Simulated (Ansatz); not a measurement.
`[OH][AlH][AlH2]` + `C[SiH3]` → `C[SiH2][AlH][AlH2]` + H₂O at 600 K and 1 bar (formal exchange of groups at the Al–O bond).

Gas-phase electronic energies from Ansatz, PBE0-D4/def2-TZVP geometries. CCSD(T)/CBS adds triple-zeta CCSD(T) − MP2 to the extrapolated MP2 energy (def2 sets, frozen cores). This one scheme is used for every species. Each species was taken in one conformer, which may not be the lowest.

```json
{"species": "`[OH][AlH][AlH2]`", "CCSD(T)/CBS energy (Eh)": "-561.63147", "H − E (kJ/mol)": "139.9", "S (J/(mol·K))": "398.1"}
{"species": "`C[SiH3]`", "CCSD(T)/CBS energy (Eh)": "-330.73916", "H − E (kJ/mol)": "199.7", "S (J/(mol·K))": "315.0"}
{"species": "`C[SiH2][AlH][AlH2]`", "CCSD(T)/CBS energy (Eh)": "-815.93865", "H − E (kJ/mol)": "270.6", "S (J/(mol·K))": "517.4"}
{"species": "H₂O", "CCSD(T)/CBS energy (Eh)": "-76.37941", "H − E (kJ/mol)": "76.8", "S (J/(mol·K))": "212.8"}
```

H − E and S are ideal-gas, rigid-rotor, harmonic terms from PBE0-D4/def2-TZVP, for one conformer and one mirror image of each species. 1 Eh = 2625.50 kJ/mol, R = 8.31446 J/(mol·K).

Q: By hand: ΔE, ΔH, ΔS and ΔG.

A: ΔE = (-815.93865) + (-76.37941) − (-561.63147) − (-330.73916) = 0.05257 Eh = 138.0 kJ/mol. Δ(H − E) = 270.6 + 76.8 − 139.9 − 199.7 = 7.8, so ΔH = 145.8 kJ/mol. ΔS = 517.4 + 212.8 − 398.1 − 315.0 = 17.1 J/(mol·K). ΔG = 145.8 − 600 × (17.1)/1000 = 135.5 kJ/mol.

Q: By hand: the equilibrium constant, and the temperature at which ΔG would vanish if ΔH and ΔS stayed fixed.

A: log₁₀ K = −ΔG/(RT ln 10) = -11.8. ΔG = 0 at ΔH/ΔS = 8526 K, far beyond where these terms or the molecules hold.

ΔH outweighs TΔS. A doubt of 5 kJ/mol in ΔE shifts log₁₀ K by 0.4 here. Other conformers and mirror images would add mixing entropy, several J/(mol·K) or more a flexible species. Modes under 60 cm⁻¹, often nearly free rotors, make the harmonic entropy too high. These are equilibria of isolated gas molecules and say nothing of rates. Largest T1 diagnostic: 0.013 (customary marks: 0.02 for closed shells, 0.045 for open ones).
